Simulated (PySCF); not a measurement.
**From HF to CCSD(T): MTl along group 15**

HF and CCSD(T) in PySCF with def2-SVP on every atom (core potentials on Sb, Tl, Bi), for the lowest determinant that a PBE0 search found; no spin–orbit coupling.

| molecule | state (unpaired electrons) | HF Re (Å) | HF ωe (cm⁻¹) | HF De (eV) | CCSD(T) Re (Å) | CCSD(T) ωe (cm⁻¹) | CCSD(T) De (eV) |
| --- | --- | --- | --- | --- | --- | --- | --- |
| TlN | triplet (π ↑↑) | 2.308 | 436 | -0.30 | 2.357 | 371 | 0.90 |
| TlP | triplet (π ↑↑) | 2.772 | 223 | 0.57 | 2.761 | 226 | 1.22 |
| TlAs | triplet (π ↑↑) | 2.868 | 148 | 0.57 | ? | ? | ? |
| TlSb | triplet (π ↑↑) | 3.077 | 114 | 0.52 | 3.055 | 119 | 1.18 |
| TlBi | triplet (π ↑↑) | 3.127 | 101 | 0.41 | 3.127 | 99.0 | 1.12 |

(1) Estimate the CCSD(T) values of TlAs by adding the mean shift from HF to CCSD(T) of the other rows, and compare with the calculation.

(2) What are the mean differences of HF from CCSD(T) over the whole series?

In a basis of this size CCSD(T) is itself not converged; it tends to give bonds that are too long and too weak.

Correlated steps freeze the inner cores (5 to 13 orbitals); shallow outer-core shells are correlated. UHF and ROHF references stand side by side, which adds small steps between rows. Correlated levels converge slowly with the basis: in double zeta they bind strong bonds too weakly, by up to about 1 eV, and carry superposition errors of some tenths. Spin–orbit coupling is left out, which matters for elements this heavy, above all for dissociation energies. A negative De means that the minimum lies above the separated atoms at that level. States were picked by a PBE0 search and need not be the measured ground states.

Results:

(1) The mean shifts are +0.4 pm, -15 cm⁻¹ and +0.81 eV, which give 2.872 Å, 133 cm⁻¹ and 1.38 eV. CCSD(T)/def2-SVP gives Re = 2.858 Å, ωe = 152 cm⁻¹, De = 1.25 eV.

(2) Re -0.1 pm, ωe +11 cm⁻¹, De -0.78 eV.
